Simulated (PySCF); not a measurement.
Ge(H)3(NCO) (CH₃GeNO), SMILES C(=[N][GeH3])=O.

Geometry: B3LYP-D3(BJ)/def2-SVP.

All values below come from B3LYP/def2-TZVPD in PySCF.

Symmetry labels are those of the subgroup Cs that the program uses (full group Cs).

Computed valence orbital energies around the gap with their symmetry:
| orbital | symmetry | energy (eV) |
|---|---|---|
| HOMO−7 | A' | -13.81 |
| HOMO−6 | A' | -12.78 |
| HOMO−5 | A" | -12.54 |
| HOMO−4 | A' | -12.53 |
| HOMO−3 | A" | -10.32 |
| HOMO−2 | A' | -10.32 |
| HOMO−1 | A' | -8.19 |
| HOMO | A" | -8.16 |
| LUMO | A' | -0.52 |
| LUMO+1 | A' | -0.39 |
| LUMO+2 | A' | 0.36 |
| LUMO+3 | A" | 0.42 |
